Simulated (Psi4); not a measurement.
A dimer, CH2O ··· H6Si2 (SMILES C=O and [SiH3][SiH3]); the first 4 atoms form monomer A.

```
12

C     -0.0057     0.0009     0.0009
O      1.1682    -0.1728    -0.1691
H     -0.7186    -0.8426     0.0836
H     -0.4438     1.0146     0.0846
Si     1.0305     0.2287     3.4848
Si     3.1580     0.3456     2.5071
H      0.7547     1.4593     4.2656
H      0.9461    -0.9391     4.3954
H     -0.0102     0.0890     2.4372
H      4.1987     0.4853     3.5547
H      3.2424     1.5134     1.5966
H      3.4337    -0.8850     1.7263
```

### Question
What interaction energy does SAPT0/jun-cc-pVDZ, frozen core (Psi4) give, and which attractive term is the largest?

### Answer
Total -0.12 kcal/mol: electrostatics -3.18, exchange 7.03, induction -1.32, dispersion -2.65. The most attractive term is electrostatics.
